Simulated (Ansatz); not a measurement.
`CCO[SiH2]Cl` from Hartree–Fock to CCSD(T)

Z-matrix (Å, degrees):
```
C
C 1 1.507
H 1 1.092 2 110.5
H 1 1.092 2 110.7 3 120.1
H 1 1.092 2 110.2 3 -119.9
O 2 1.421 1 109.2 3 -59.5
H 2 1.098 1 110.5 3 179.7
H 2 1.096 1 110.6 3 60.6
Si 6 1.625 2 124.4 1 -170.1
Cl 9 2.058 6 111.1 2 -63.1
H 9 1.475 6 106.9 2 178.6
H 9 1.483 6 111.3 2 54.7
```

Total charge 0; spin multiplicity 1. All single points use the PBE0-D4/def2-TZVP geometry. It is one conformer, not always the lowest. Frozen core, restricted reference, the Gaussian-basis code of Ansatz. CBS rows extrapolate triple and quadruple zeta; past MP2 they add the triple-zeta difference.

| basis | HF (Eh) | MP2 corr. |
| --- | --- | --- |
| def2-SVP | -902.84465 | -0.69806 |
| def2-TZVPP | -903.29340 | -0.89607 |
| def2-QZVPP | -903.32317 | -0.96687 |

(1) Estimate the CCSD correlation energy and the (T) correction in each basis where they were run (hartree).

Results:

(1) 
| basis | CCSD corr. | (T) |
| --- | --- | --- |
| def2-SVP | -0.75772 | -0.01859 |
| def2-TZVPP | -0.95120 | -0.03612 |
| CBS(def2) | -1.07444 | as TZ |
